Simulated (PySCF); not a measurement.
**Computed vibrations of [Tb4O4]4+**

[Tb4O4]4+ (singlet in the valence; each metal's 4f electrons, 8 of them, lie in its core potential, out of spins and levels). PySCF 2.14.0, RKS BP86, Tb lcecp-1-SVP with ECP54, O def2-SVP; non-relativistic Hamiltonian with scalar-relativistic core potentials where named; density fitting; no spin-orbit coupling. Central differences of gradients.

```xyz
8

Tb    1.2126    1.2126    1.2126
Tb    1.2126   -1.2126   -1.2126
Tb   -1.2126    1.2126   -1.2126
Tb   -1.2126   -1.2126    1.2126
O     0.9647    0.9647   -0.9647
O     0.9647   -0.9647    0.9647
O    -0.9647    0.9647    0.9647
O    -0.9647   -0.9647   -0.9647
```

Run from Python with OMP_NUM_THREADS=4. Where DIIS fails, smearing, a level shift and second-order steps follow.
It took 73 s on 4 threads of AMD EPYC 9R45 96-Core Processor (Zen 5), on a shared host.

(1) What are the harmonic wavenumbers and infrared intensities?

(2) Is this a minimum?

An lcecp potential fixes the number of 4f electrons, so in runs with it no electron can move into or out of that shell.

Answers

(1) Modes are labelled in Td; negative numbers are unstable modes, those under 60 cm⁻¹ near the noise; a finer grid moves soft modes by up to 10 cm⁻¹.
```json
{"cm⁻¹": "120", "km/mol": "0.0", "symmetry": "e"}
{"cm⁻¹": "120", "km/mol": "0.0", "symmetry": "e"}
{"cm⁻¹": "162", "km/mol": "5.6", "symmetry": "t2"}
{"cm⁻¹": "162", "km/mol": "5.6", "symmetry": "t2"}
{"cm⁻¹": "162", "km/mol": "5.6", "symmetry": "t2"}
{"cm⁻¹": "224", "km/mol": "0.0", "symmetry": "a1"}
{"cm⁻¹": "297", "km/mol": "0.0", "symmetry": "t1"}
{"cm⁻¹": "297", "km/mol": "0.0", "symmetry": "t1"}
{"cm⁻¹": "297", "km/mol": "0.0", "symmetry": "t1"}
{"cm⁻¹": "407", "km/mol": "0.0", "symmetry": "e"}
{"cm⁻¹": "407", "km/mol": "0.0", "symmetry": "e"}
{"cm⁻¹": "449", "km/mol": "158.1", "symmetry": "t2"}
{"cm⁻¹": "449", "km/mol": "158.1", "symmetry": "t2"}
{"cm⁻¹": "449", "km/mol": "158.1", "symmetry": "t2"}
{"cm⁻¹": "536", "km/mol": "0.0", "symmetry": "a1"}
{"cm⁻¹": "544", "km/mol": "240.5", "symmetry": "t2"}
{"cm⁻¹": "544", "km/mol": "240.5", "symmetry": "t2"}
{"cm⁻¹": "544", "km/mol": "240.5", "symmetry": "t2"}
```

(2) Yes. Ideal gas at 298.15 K and 1 bar: S = 450.9 J/(mol K), Cp = 150.4 J/(mol K), H − H(0 K) = 28.9 kJ/mol (rigid rotor, harmonic modes, spin degeneracy alone, that of the 4f electrons in the core included).
